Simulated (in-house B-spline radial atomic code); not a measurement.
Removing one electron from Ba⁸⁺

Closed shell [Kr] 4d10 5s2. Computed with a B-spline radial code for spherical atoms: Koopmans values of Dirac-Hartree-Fock plus a diagonal self-energy, in second order or with its direct term screened (direct RPA, with the hole-particle interaction, or full time-dependent Hartree-Fock), linearised in energy; no-pair Dirac-Coulomb Hamiltonian, finite nucleus. Shifts add to the Koopmans value (the ΔSCF shift is orbital relaxation alone); the final value takes TDHF screening with Breit and QED.

Command:
```bash
python run_mb.py task.json out
```
Settings (nuclear radius in fm, box in bohr, cutoff in hartree):
```
basis_form          2
Z                   56
core_configuration  [Kr] 4d10 5s2
rms_radius          4.8378
mass_number         138
speed_of_light      137.036
box_radius          8.273
lmax                7
intervals           61
virtual_cutoff      12544.0
```

Cost of the run: 30 s on 1 thread of Intel(R) Xeon(R) Platinum 8488C, with other jobs on the host.

Energies in eV:

```tsv
subshell	Koopmans	ΔSCF shift	second order	direct RPA	hole-particle	TDHF	Breit + QED	final
5s1/2	128.72	-0.220	?	?	?	?	?	?
```

Question: What does the self-energy do to 5s1/2?

Answer: It shifts the removal energy by 2.717 eV in second order, 1.503 with direct RPA, 1.735 with the hole-particle term and 1.922 with TDHF screening (quasi-particle weight 0.982); Breit and QED add -0.115 eV. The final value is 130.52 eV, against 130.5 ± 0.6 eV (NIST, semi-empirical).
